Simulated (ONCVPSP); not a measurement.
## Before and after: ONCV potential for sulfur (S)

```json
{
 "Element": "S",
 "Generator": "ONCVPSP 4.0.1",
 "Type": "optimised norm-conserving Vanderbilt (ONCV)",
 "Functional": "PBE",
 "Relativity": "fully relativistic",
 "Frozen core": "[Ne]",
 "Valence charge": "6",
 "Reference configuration": "3s2 3p4",
 "Partial waves": "3s: rc 1.20 bohr, ncon 3, nbas 7, qcut 4.3 1/bohr, 3 projectors, debl 2.3 Ha; 3p: rc 1.45 bohr, ncon 4, nbas 7, qcut 6 1/bohr, 2 projectors, debl 3.1 Ha",
 "Local potential": "polynomial inside 1.15 bohr (lpopt 5, dvloc0 1 Ha)",
 "Core correction": "Teter function, fcfact 5, rcfact 1.7"
}
```

Open shells are filled in proportion to 2j + 1.

All-electron outer shells of the reference configuration (PBE, scalar-relativistic, ld1.x):

| shell | level (eV) | outermost node (bohr) | outermost maximum (bohr) |
| --- | --- | --- | --- |
| 2s | -211.71 | 0.13 | 0.39 |
| 2p | -156.51 | – | 0.33 |
| 3s | -17.26 | 0.60 | 1.40 |
| 3p | -7.01 | 0.58 | 1.61 |

Change: p: rc 1.14; local potential polynomial inside 1.14 bohr (lpopt 5, dvloc0 1 Ha).

Cutoffs: the cutoffs (Ha) at which the residual kinetic energy of the hardest occupied pseudo-wave falls to 1 and 0.1 mHa per electron; they do not see the model core or the augmentation charge, which bear on the density cutoff. Errors are all-electron minus pseudo energies relative to the spin-unpolarised reference configuration.

Task: Predict the effect on cutoff, ghosts and configuration errors.

Result: The potential gets harder (23 Ha and 78 Ha → 88 Ha and 112 Ha); the bound ghosts move from s to p, s; of the 4 tests that both files solve, the error grows in 2 and shrinks in 1 by more than 15 % and 0.3 meV (median size 4.0 → 4.4 meV). A smaller radius makes the pseudo-wave follow the all-electron one further in, where it bends more sharply, so more plane waves are needed.

| quantity | base | changed |
| --- | --- | --- |
| cutoff, loose | 23 Ha | 88 Ha |
| cutoff, tight | 78 Ha | 112 Ha |
| loose cutoff by channel | s 23 Ha, p 8.5 Ha | s 23 Ha, p 88 Ha |
| bound ghosts | s | s, p3/2, p1/2 |
| GHOST(+) flags under 300 eV | none | none |
| error for 3s2 3p3, meV [ΔE 11.77 eV] | +1.0 | +1.0 |
| error for 3s2 3p2, meV [ΔE 34.05 eV] | -0.7 | -3.0 |
| error for 3s2 3p1, meV [ΔE 68.09 eV] | -30 | -42 |
| error for 3s1 3p4, meV [ΔE 22.65 eV] | -7.1 | -5.9 |
| s: phases at 1.22 bohr within 0.05 rad from the reference energy up to (Ha; the scan ends near 5) | to the end of the scan | to the end of the scan |
| rms error of d²Exc/dni dnj with the model core, mHa | 3.03 | 2.98 |

Base: The cutoffs count occupied waves only; projector 2 of the s channel, the hardest unoccupied one, needs 115 Ha at the loose tolerance. A true bound ghost makes a file unfit for plane-wave use even where its test errors are small: the radial tests pick states by their node count and pass the ghost by.
